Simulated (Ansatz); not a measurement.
Two isomers of C2H7NSSi: A = `C/N=C\[SiH2]S`, B = `C=NCS[SiH3]`.

Gas-phase electronic energies from Ansatz, PBE0-D4/def2-TZVP geometries. CBS: MP2 limit from def2 TZ/QZ plus the TZ coupled-cluster correction, frozen cores. DFT in def2-TZVPP. B3LYP here is the variant with VWN-RPA as its local correlation; programs differ in this. One conformer a species, not always the lowest.

A:

```xyz
12

C     1.404    0.832   -0.799
N     0.215    1.537   -0.404
C    -0.652    0.960    0.315
Si   -0.664   -0.809    1.012
S    -0.823   -2.304   -0.512
H     2.274    1.424   -0.504
H     1.423    0.767   -1.891
H     1.501   -0.181   -0.388
H    -1.530    1.567    0.569
H    -1.818   -0.872    1.946
H     0.580   -1.160    1.741
H    -1.911   -1.761   -1.083
```

B:

Z-matrix (Å, degrees):
```
C
N 1 1.433
S 1 1.824 2 110.1
H 1 1.092 2 108.6 3 118.3
H 1 1.098 2 113.9 3 -119.6
C 2 1.258 1 118.4 3 117.4
Si 3 2.140 1 98.5 2 41.0
H 6 1.089 2 119.2 1 -179.2
H 6 1.098 2 123.1 1 0.6
H 7 1.482 3 114.0 1 -76.4
H 7 1.485 3 110.7 1 48.5
H 7 1.486 3 103.2 1 165.9
```

Q: Which isomer does CCSD(T)/CBS put lower? Give the gap. (Best estimate.)

A: The calculation gave: A, by 7.0 kcal/mol.

Q: Give E(B) − E(A) in kcal/mol with PBE0-D4, B2PLYP, B3LYP-D4, MP2/def2-TZVPP, PBE-D4, CCSD(T)/def2-TZVPP, r2SCAN-D4. (Best estimate.)

A: Ansatz gave: PBE0-D4 7.5, B2PLYP 7.1, B3LYP-D4 7.3, MP2/def2-TZVPP 6.3, PBE-D4 7.7, CCSD(T)/def2-TZVPP 7.0, r2SCAN-D4 8.0. None reverses the order clearly.

Largest T1 diagnostic: 0.012.
